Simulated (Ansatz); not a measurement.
Pb₂Se₃, relaxed as a singlet with RKS PBE-D4/def2-SVP in Ansatz, starting from the GFN1-xTB geometry. Force threshold 0.02 eV/Å.

In the def2 sets Pb takes a core potential; there is no spin–orbit coupling. Another isomer (singlet) lies 1.58 eV lower at PBE0-D4/def2-TZVP; other spin states weren't run for this one.

Start:

```xyz
5

Pb    0.2638   -0.2062    0.8946
Pb   -0.7639    0.5720   -2.4892
Se    1.3360   -0.8895    2.9405
Se   -1.2999   -1.4171   -0.7913
Se    0.4640    1.9408   -0.5547
```

(1) Estimate the energy that the relaxation releases and the steps that it takes.

(2) Does the start keep its bonding and symmetry?

(3) Predict the relaxed structure.

Results:

(1) 0.11 eV, in 11 steps; 21 s on 4 threads of Arm Neoverse V1 on a shared host. The force fell under the threshold at step 6, but the optimiser went on. No frequencies were taken in this run, so the end may be a saddle point.

(2) By distances, no bond broke or formed. The bond that changes most is Pb1–Se5, from 2.60 to 2.67 Å (atoms count from 1). Point group Cs at the start, C2v at the end, both within 0.05 Å.

(3) 
| atom | x (Å) | y (Å) | z (Å) |
| --- | --- | --- | --- |
| Pb1 | 0.347 | -0.240 | 0.861 |
| Pb2 | -0.980 | 0.678 | -2.430 |
| Se3 | 1.241 | -0.857 | 3.066 |
| Se4 | -1.221 | -1.543 | -0.868 |
| Se5 | 0.614 | 1.962 | -0.629 |
Bond lengths (bridged metal pairs left out): 5 × Pb–Se 2.46 to 2.73 Å.
